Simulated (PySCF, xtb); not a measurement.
C₄H₈OSi, SMILES C[SiH]1CC(=O)C1.

xtb with GFN2-xTB at its own geometry gives an orbital gap of 3.99 eV and a dipole moment of 4.21 D.

Geometry: r2SCAN-D4/def2-SVP. This is a generated structure with no PubChem entry under its InChIKey; it may be hypothetical.

Task: What does PBE/def2-TZVP (PySCF) give? (Estimate from the structure and the level; the computed values follow.)

Result: gap 3.84 eV (levels -5.47 and -1.63 eV), dipole 3.90 D.
